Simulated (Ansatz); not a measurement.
Start from `CNC=[Se]` and change one atom or group to get `NC=[Se]`.

Ansatz, PBE0-D4/def2-TZVP geometries, multiplicity 1. Each molecule was computed in one conformer, which needn't be the lowest.

Scalar relativity is left out up to krypton.

| property | `CNC=[Se]` |
| --- | --- |
| LUMO energy (B3LYP/def2-TZVPP) / eV | -1.24 |
| HOMO–LUMO gap (PBE0/def2-TZVPP) / eV | 4.71 |
| LUMO energy (PBE0/def2-TZVPP) / eV | -1.04 |
| LUMO energy (PBE/def2-TZVPP) / eV | -1.90 |
| HOMO energy (ωB97M-V/def2-TZVPP) / eV | -7.89 |
| HOMO energy (PBE0/def2-TZVPP) / eV | -5.75 |

Problem. Give the same properties after the change, and the shifts. (Best estimate.)

Solution. Ansatz gave: 
| property | `NC=[Se]` | shift |
| --- | --- | --- |
| LUMO energy (B3LYP/def2-TZVPP) / eV | -1.45 | -0.21 |
| HOMO–LUMO gap (PBE0/def2-TZVPP) / eV | 4.66 | -0.05 |
| LUMO energy (PBE0/def2-TZVPP) / eV | -1.25 | -0.21 |
| LUMO energy (PBE/def2-TZVPP) / eV | -2.12 | -0.22 |
| HOMO energy (ωB97M-V/def2-TZVPP) / eV | -8.04 | -0.15 |
| HOMO energy (PBE0/def2-TZVPP) / eV | -5.91 | -0.16 |

With PBE0 the HOMO falls by 0.16 eV and the LUMO falls by 0.21 eV, so the gap narrows by about 0.05 eV. PBE moves the HOMO by -0.16 eV and ωB97M-V by -0.15 eV.

B3LYP here is the variant with VWN-RPA as its local correlation; programs differ in this.

Spin–orbit coupling is left out; it splits and shifts lone-pair levels of the heavy atoms by tenths of an eV.
